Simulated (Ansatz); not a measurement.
Z-matrix (Å, degrees):
```
C
O 1 1.412
H 1 1.094 2 111.1
H 1 1.095 2 111.3 3 -121.5
H 1 1.090 2 107.9 3 119.5
Si 2 1.630 1 126.5 3 56.6
Si 6 2.333 2 114.6 1 70.1
O 6 1.626 2 108.2 1 -169.0
Cl 6 2.073 2 107.1 1 -49.9
H 7 1.486 6 110.5 2 63.5
H 7 1.485 6 110.1 2 -175.2
H 7 1.488 6 108.6 2 -55.9
H 8 0.960 6 118.3 2 52.9
```

The species carries charge 0 and has multiplicity 1.

(1) List the PBE/def2-TZVPP orbital energies in eV (Ansatz 0.2.0). (An estimate is asked.)

## Answers

(1) The calculation gave: Occupied: -2738.79, -1781.15, -1779.56, -510.66, -510.65, -270.39, -249.37, -190.05, -189.91, -189.91, -138.67, -137.35, -95.45, -95.41, -95.37, -94.08, -94.08, -94.07, -25.86, -25.29, -20.35, -17.29, -14.39, -13.15, -12.65, -11.35, -11.27, -10.65, -9.30, -8.71, -8.63, -8.47, -8.27, -7.96, -7.63, -7.33, -6.77. Lowest empty: -0.82, -0.69, -0.17, 0.25, 0.65, 1.08, 1.26, 1.54.
